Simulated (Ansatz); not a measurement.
Total energies of CH$_{8}$GaNSi, SMILES `[CH3][GaH][NH][SiH3]`.

Z-matrix (Å, degrees):
```
C
Ga 1 1.959
H 1 1.094 2 109.7
H 1 1.091 2 111.4 3 118.9
H 1 1.092 2 111.4 3 -119.3
N 2 1.842 1 116.6 3 95.4
H 2 1.565 1 127.7 3 -83.9
Si 6 1.722 2 128.3 1 0.4
H 6 1.009 2 116.1 1 -179.4
H 8 1.491 6 112.1 2 60.9
H 8 1.488 6 109.3 2 -178.9
H 8 1.491 6 112.0 2 -58.6
```

Total charge 0; spin multiplicity 1. Correlated methods include outer-core shells of Ga, which these sets cover unevenly. Scalar relativity is left out up to krypton. All single points use the PBE0-D4/def2-TZVP geometry. It is one conformer, not always the lowest. Basis def2-TZVPP, Ansatz 0.2.0.

RPA on PBE orbitals: Hartree–Fock energy of these orbitals -2309.18110 Eh, correlation -1.27437 Eh (frozen core).

```json
{"functional": "LDA (SPW92)", "energy without D4 (Eh)": "-2307.03711", "D4 term (kJ/mol)": "–"}
{"functional": "PBE", "energy without D4 (Eh)": "-2311.52134", "D4 term (kJ/mol)": "-25.2"}
{"functional": "revPBE", "energy without D4 (Eh)": "-2311.86551", "D4 term (kJ/mol)": "-70.2"}
{"functional": "BLYP", "energy without D4 (Eh)": "-2312.11518", "D4 term (kJ/mol)": "-54.2"}
{"functional": "r2SCAN", "energy without D4 (Eh)": "-2312.00790", "D4 term (kJ/mol)": "-6.2"}
{"functional": "B97M-V", "energy without D4 (Eh)": "-2311.65368", "D4 term (kJ/mol)": "–"}
{"functional": "PBE0", "energy without D4 (Eh)": "-2311.60714", "D4 term (kJ/mol)": "-21.5"}
{"functional": "B3LYP", "energy without D4 (Eh)": "-2312.18536", "D4 term (kJ/mol)": "-40.7"}
{"functional": "r2SCANh", "energy without D4 (Eh)": "-2311.99158", "D4 term (kJ/mol)": "-6.7"}
{"functional": "r2SCAN0", "energy without D4 (Eh)": "-2311.96863", "D4 term (kJ/mol)": "-7.4"}
{"functional": "HSE06 (plane-wave form)", "energy without D4 (Eh)": "-2311.59390", "D4 term (kJ/mol)": "-20.2"}
{"functional": "BHLYP", "energy without D4 (Eh)": "-2312.01930", "D4 term (kJ/mol)": "-33.5"}
{"functional": "CAM-B3LYP", "energy without D4 (Eh)": "-2312.17995", "D4 term (kJ/mol)": "-22.1"}
{"functional": "LC-ωPBE", "energy without D4 (Eh)": "-2311.70939", "D4 term (kJ/mol)": "–"}
{"functional": "ωB97X-V", "energy without D4 (Eh)": "-2311.85378", "D4 term (kJ/mol)": "–"}
{"functional": "ωB97M-V", "energy without D4 (Eh)": "-2311.91854", "D4 term (kJ/mol)": "–"}
{"functional": "B2PLYP", "energy without D4 (Eh)": "-2311.53250", "D4 term (kJ/mol)": "–"}
{"functional": "PBE-QIDH", "energy without D4 (Eh)": "-2311.17786", "D4 term (kJ/mol)": "–"}
```

B3LYP takes the VWN-RPA correlation (the form of Gaussian; ORCA's B3LYP/G). HSE06 is the plane-wave form, built on full-range PBE exchange. The double hybrids freeze the cores in their second-order part.

LC-ωPBE has ω = 0.4 bohr⁻¹.
